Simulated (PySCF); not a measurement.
Radial density of Mn (manganese, neutral)

M06-L, [Ar] 3d5 4s2, high-spin 6S determinant. Calculation: PySCF 2.14, in aug-cc-pVDZ; the non-relativistic Hamiltonian (point nucleus).

| r (bohr) | 4πr²ρ (e/bohr) | 4πr²(ρα − ρβ) |
| --- | --- | --- |
| 0.00108 | 0.1475 | 0.0000 |
| 0.00182 | 0.4020 | 0.0000 |
| 0.00306 | 1.069 | 0.0001 |
| 0.00515 | 2.725 | 0.0003 |
| 0.00867 | 6.469 | 0.0008 |
| 0.0146 | 13.64 | 0.0016 |
| 0.0245 | 23.61 | 0.0028 |
| 0.0413 | 29.85 | 0.0035 |
| 0.0694 | 25.54 | 0.0072 |
| 0.117 | 24.59 | 0.0470 |
| 0.196 | 33.11 | 0.2919 |
| 0.330 | 18.89 | 1.3677 |
| 0.555 | 12.61 | 3.5742 |
| 0.934 | 12.82 | 3.9200 |
| 1.57 | 3.439 | 1.7125 |
| 2.64 | 1.058 | 0.3022 |
| 4.45 | 0.2972 | -0.0094 |
| 7.48 | 0.01095 | -0.0028 |
| 12.6 | 1.512e-05 | 0.0000 |

Problem. Where is the radial spin density 4πr²(ρα − ρβ) most negative, and why is it negative at all?

Solution. Around r = 4.45 bohr, down to -0.0094 e/bohr: exchange with the open shell polarises the paired shells in an unrestricted calculation.
